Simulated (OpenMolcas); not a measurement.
An atom or ion with 45 electrons was computed by SS-RASPT2, IPEA 0.25 Eh, imaginary shift 0.1 Eh with spin-orbit coupling (OpenMolcas, ANO-RCC-VTZP, DKH2). The lowest levels that the run gave, each within 12 % of the measured value where one is at hand:

```json
{"J": "5/2", "Parity": "even", "E (cm⁻¹)": "0.0", "g": "1.200"}
{"J": "3/2", "Parity": "even", "E (cm⁻¹)": "4630", "g": "0.800"}
{"J": "9/2", "Parity": "even", "E (cm⁻¹)": "61870", "g": "1.333"}
{"J": "7/2", "Parity": "even", "E (cm⁻¹)": "64210", "g": "1.228"}
{"J": "5/2", "Parity": "even", "E (cm⁻¹)": "66470", "g": "1.030"}
{"J": "3/2", "Parity": "even", "E (cm⁻¹)": "67650", "g": "0.435"}
{"J": "7/2", "Parity": "even", "E (cm⁻¹)": "69910", "g": "1.151"}
{"J": "5/2", "Parity": "even", "E (cm⁻¹)": "72430", "g": "1.065"}
{"J": "5/2", "Parity": "even", "E (cm⁻¹)": "75080", "g": "1.334"}
{"J": "3/2", "Parity": "even", "E (cm⁻¹)": "76220", "g": "1.315"}
{"J": "1/2", "Parity": "even", "E (cm⁻¹)": "77910", "g": "2.661"}
{"J": "3/2", "Parity": "even", "E (cm⁻¹)": "78690", "g": "1.279"}
```

Question: Which ion is it, and what are the configurations and terms?

Answer: Ag III (Z = 47, charge +2; active space 9 electrons in 9 orbitals (RAS2 4d 5s; RAS3 5p, at most 2 electrons)). J, parity and g give the terms where levels are pure, and mixed ones are named by the computed weights; the size of the splittings, set against known spectra of the 45-electron sequence, gives the charge. In order, with the measured energies in cm⁻¹ (Moore, Atomic Energy Levels, vol. III, NSRDS-NBS 35 (1971 reprint of NBS Circular 467, 1958)): 4d⁹ ²D_5/2, 4d⁹ ²D_3/2 (4607), 4d⁸ 5s ⁴F_9/2 (63250), 4d⁸ 5s ⁴F_7/2 (65764), 4d⁸ 5s ⁴F_5/2 (68145), 4d⁸ 5s ⁴F_3/2 (69351), 4d⁸ 5s ²F_7/2 (71691), 4d⁸ 5s ²F_5/2 [58 %] (73934), 4d⁸ 5s ⁴P_5/2 [61 %] (76406), 4d⁸ 5s ⁴P_3/2 [52 %], 4d⁸ 5s ⁴P_1/2, 4d⁸ 5s ⁴P_3/2 [48 %].

CASPT2 breaks the degeneracy within a term, and the mean is taken; among the terms shown or strongly mixed into the levels shown the widest spread is 410 cm-1 (4d⁸ 5s ⁴F). Some high roots are left out of the spin-orbit mixing, which shifts the levels that they would mix with. Terms from blocks run as CI alone lack orbitals of their own. A single d shell beside an s shell can misplace configurations of different d count against each other. Measured partners are found by configuration, term and J. A level has none where our copy of the source lacks it or the pairing is in doubt (some pairs that miss far off the trend of their configuration count as doubtful), and it then counts in no deviation. Levels of configurations outside the active space are missing.

A share in square brackets marks a mixed level and gives the weight of the term that names it.
